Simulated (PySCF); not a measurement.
# Deuteron quadrupole couplings in `FCC1([SiH]2CCCCC2)CC1`

Species: C₉H₁₇FSi.
SMILES with atom numbers: `[F:1][CH2:2][C:3]1([SiH:4]2[CH2:5][CH2:6][CH2:7][CH2:8][CH2:9]2)[CH2:10][CH2:11]1` (hydrogens: H12, H13 on C2; H14 on Si4; H15, H16 on C5; H17, H18 on C6; H19, H20 on C7; H21, H22 on C8; H23, H24 on C9; H25, H26 on C10; H27, H28 on C11)

Cartesian coordinates in Å at the PBE0-D3(BJ)/def2-SVP level; atoms count from 1:
```xyz
28
C9H17FSi angstrom
F     -2.2938   -2.3244   -0.5930
C     -2.7598   -1.0678   -0.9187
C     -1.9119   -0.0062   -0.2800
Si    -0.0729   -0.0949   -0.6877
C      0.8527    1.4598   -0.1499
C      2.3675    1.2128   -0.1567
C      2.8092    0.0174    0.6889
C      2.3117   -1.3374    0.1839
C      0.7886   -1.4935    0.2309
C     -2.3002    0.4343    1.1120
C     -2.5760    1.3298   -0.0498
H     -2.7438   -0.9768   -2.0190
H     -3.8094   -0.9923   -0.5783
H      0.0751   -0.2814   -2.1707
H      0.5288    1.7249    0.8735
H      0.5955    2.3204   -0.7891
H      2.7091    1.0550   -1.1962
H      2.8928    2.1172    0.1951
H      3.9108    0.0013    0.7315
H      2.4681    0.1645    1.7309
H      2.7904   -2.1393    0.7719
H      2.6658   -1.4780   -0.8541
H      0.4644   -2.4687   -0.1644
H      0.4374   -1.4584    1.2786
H     -1.5089    0.7161    1.8135
H     -3.1449   -0.0772    1.5842
H     -1.9770    2.2370   -0.1695
H     -3.6152    1.4417   -0.3762
```

Level: PBE0/pcSseg-1 (PySCF, non-relativistic); Q(2H) = 0.00286 b; rigid geometry, the same for H and D, with no vibrational averaging.

**Question.** Rank these positions by the coupling χzz of a deuteron there, largest first.
A. H21 (methylene hydrogen)
B. H13 (methylene hydrogen)
C. H26 (methylene hydrogen)
D. H14 (Si–H hydrogen)
E. H23 (methylene hydrogen)

**Answer.** C (204 kHz), E (198 kHz), A (192 kHz), B (181 kHz), D (93 kHz).

**Question.** Give the electric field gradient Vzz (the principal value of largest size), its asymmetry and the 2H coupling at each hydrogen.

**Answer.** 
```
atom  bonded to  bond length (Å)  Vzz (au)     η  χzz (kHz)
 H12         C2            1.104    0.2720  0.07        183
 H13         C2            1.106    0.2699  0.07        181
 H14        Si4            1.502    0.1379  0.02         93
 H15         C5            1.106    0.2889  0.04        194
 H16         C5            1.102    0.2947  0.04        198
 H17         C6            1.106    0.2804  0.02        188
 H18         C6            1.103    0.2856  0.02        192
 H19         C7            1.103    0.2870  0.02        193
 H20         C7            1.106    0.2809  0.02        189
 H21         C8            1.104    0.2855  0.02        192
 H22         C8            1.106    0.2805  0.01        189
 H23         C9            1.101    0.2946  0.03        198
 H24         C9            1.106    0.2884  0.03        194
 H25        C10            1.094    0.3043  0.08        204
 H26        C10            1.095    0.3035  0.08        204
 H27        C11            1.094    0.3043  0.07        204
 H28        C11            1.095    0.3031  0.08        204
```

**Question.** Average by the element that carries the hydrogen.

**Answer.** on C: 194 kHz over 16 positions, mean bond length 1.102 Å; on Si: 93 kHz over 1 position, mean bond length 1.502 Å.

**Question.** How does χzz go with the bond length over the 16 C–H bonds?

**Answer.** A straight-line fit has a slope of -13.8 kHz for each 0.01 Å, with a correlation coefficient of -0.87, over lengths from 1.094 to 1.106 Å. The longer bonds have the smaller couplings here.

**Question.** A static deuteron (I = 1) shows a doublet split by (3/2)χ, (3/4)χ(1 + η) and (3/4)χ(1 − η) with the field along z, y and x of the gradient. What are these for H21?

**Answer.** With |χ| = 191.9 kHz and η = 0.020: 288, 147 and 141 kHz, to first order and without motion.

Geometry: PBE0-D3(BJ)/def2-SVP, one conformer, isolated molecule. The small basis limits the accuracy of the gradients.
